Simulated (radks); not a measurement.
Problem. These are the eigenvalues of the occupied orbitals of an atom or ion with whole-number occupations (Ry). Method: scalar-relativistic Kohn-Sham, r2SCAN, spin-polarised, spherical densities, finite nucleus; meta-GGA in the generalised Kohn-Sham scheme; Fermi nuclear charge, rms radius of each element as measured or else 0.836 A^(1/3) + 0.57 fm; computed with a radial shooting solver on a logarithmic mesh with Libxc functionals.

1s up: -985.5047
1s down: -985.4942
2s up: -132.4383
2s down: -132.4365
2p up: -117.1350
2p down: -117.1272
3s up: -21.93505
3s down: -21.92616
3p up: -17.03903
3p down: -17.02813
3d up: -8.96950
3d down: -8.95394
4s up: -5.05581
4s down: -4.90540
4p up: -3.90958

Which element is it, and in what charge state? The configuration may be excited. Open shells, if any, are filled with parallel spins first.

Solution. Z = 35, bromine, charge +4: Br4+ in [Ar] 3d10 4s2 4p1. The list shows which subshells hold electrons but not how many an open one holds; the 1s level, -492.75 hartree, gives Z - s = 31.4 by -(Z - s)^2/2, which with screening and relativity narrows Z to a few neighbours, and the depths of the outer levels then fix element, charge and occupations together.
